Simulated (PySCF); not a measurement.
C3HClF2, SMILES C(=C=CCl)(F)F.

Geometry: B3LYP-D3(BJ)/def2-SVP.

All values below come from PBE0/def2-TZVP run with PySCF.

The molecule is in vacuum.

| Item | Value |
|---|---|
| total energy | -774.38972 hartree |
| point group | Cs |
| highest occupied level | -8.00 eV |
| lowest empty level | -1.30 eV |
| orbital gap | 6.69 eV |
| dipole moment | 1.18 D |
| quadrupole, principal values (traceless, Buckingham form, about the centre of nuclear charge) | -2.65, -2.09, 4.74 D·Å |
| mean static polarisability | 51.9 bohr³ (7.70 Å³) |
| polarisability, principal values | 33.5, 37.5, 84.8 bohr³ |
